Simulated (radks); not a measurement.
Neutral iron inside a hard spherical wall (all orbitals vanish at R), configuration held at [Ar] 3d6 4s2 and not refilled when levels cross. All-electron calculation, non-relativistic Kohn-Sham, LDA (Slater exchange, Perdew-Wang correlation), spin-polarised, spherical densities, point nucleus; open shells are filled with parallel spins first. Program: a radial shooting solver on a logarithmic mesh with Libxc functionals. Eigenvalues in eV for spin up, with the zero of energy where the potential of the charges vanishes at infinity; a dash marks a level that is unbound or too diffuse for the functional's potential to be trusted. A positive occupied level is held by the wall or, in an anion where self-interaction has pushed it up, behind a barrier. The pressure on the wall is -dE/dV.

R (bohr)  E (hartree)  kinetic (hartree)    e(3s)    e(3p)   e(3d)   e(4s)  e(4p, empty)  e(5s, empty)  pressure (GPa)
free      -1261.21296           1259.695  -92.932  -60.982  -9.348  -5.711        -1.595        -0.048               0
20        -1261.21296           1259.695  -92.932  -60.982  -9.348  -5.711        -1.595         0.053        < 0.0001
12        -1261.21293           1259.696  -92.928  -60.979  -9.344  -5.708        -1.575         0.741        0.000518
8         -1261.20983           1259.721  -92.742  -60.793  -9.162  -5.550        -1.193         3.758           0.134
7         -1261.20296           1259.765  -92.472  -60.522  -8.900  -5.301        -0.730         6.178           0.552
5         -1261.11052           1260.196  -90.532  -58.592  -7.047  -3.148         2.586        19.760            11.4
4         -1260.86095           1261.146  -87.461  -55.558  -4.128   1.175         8.432        40.200            66.5
3.5       -1260.52705           1262.308  -84.490  -52.639  -1.252   6.173        14.759        60.449             181
3         -1259.79735           1264.724  -79.559  -47.803   3.702  16.009        26.603        95.602             562
2.5       -1258.01570           1270.449  -70.804  -39.136  13.090  37.462        51.040        162.07            2100
1.5       -1233.92377           1340.830   -5.778   28.872  88.522  252.23        269.42        666.83           75300
